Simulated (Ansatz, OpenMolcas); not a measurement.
**C3H4AlF (SMILES C#[C][Al]([CH3])[F]): methods side by side**

The species is C3H4AlF (9 atoms), meant as a singlet with charge 0. SMILES: `C#[C][Al]([CH3])[F]`. The coordinates come from a PBE0-D4/def2-TZVP relaxation.

```xyz
9

C     0.2148    2.7699    0.3442
C     0.3055    1.6313   -0.0550
Al    0.4066   -0.1783   -0.6266
C    -0.4384   -1.6622    0.2741
F     1.2862   -0.4603   -1.9934
H     0.1392    3.7762    0.6904
H    -1.1596   -2.1569   -0.3836
H     0.2989   -2.4198    0.5557
H    -0.9646   -1.3461    1.1773
```

Each level gives the energy change with the C4–H8 bond stretched from 1.094 to 1.969 Å (eV). The values are calculated.

```tsv
level	kind	program	value (eV)	CPU time (all runs)
PBE/cc-pVDZ (restricted)	GGA	OpenMolcas	3.15	1.8 min
M06-L/cc-pVDZ (restricted)	meta-GGA	OpenMolcas	3.41	1.9 min
PBE0/cc-pVDZ (restricted)	global hybrid	Ansatz	3.43	8 s
wB97X/cc-pVDZ (restricted)	range-separated hybrid	Ansatz	3.56	28 s
PBE-QIDH/cc-pVDZ (restricted)	double hybrid	Ansatz	3.60	13 s
RPA@PBE0/cc-pVDZ (restricted)	RPA	Ansatz	3.29	15 s
MP2/cc-pVDZ (restricted)	perturbation theory	Ansatz	3.52	3.9 s
BCCD(T)/cc-pVDZ (restricted)	coupled cluster or CI	Ansatz	3.15	38 s
CCSD/cc-pVDZ (restricted)	coupled cluster or CI	Ansatz	3.24	22 s
```

The first shape isn't each level's own minimum. The values span 3.15 to 3.60 eV. Times are those of the runs behind each value, whatever else they computed, on shared processors of several kinds: orders of magnitude only.
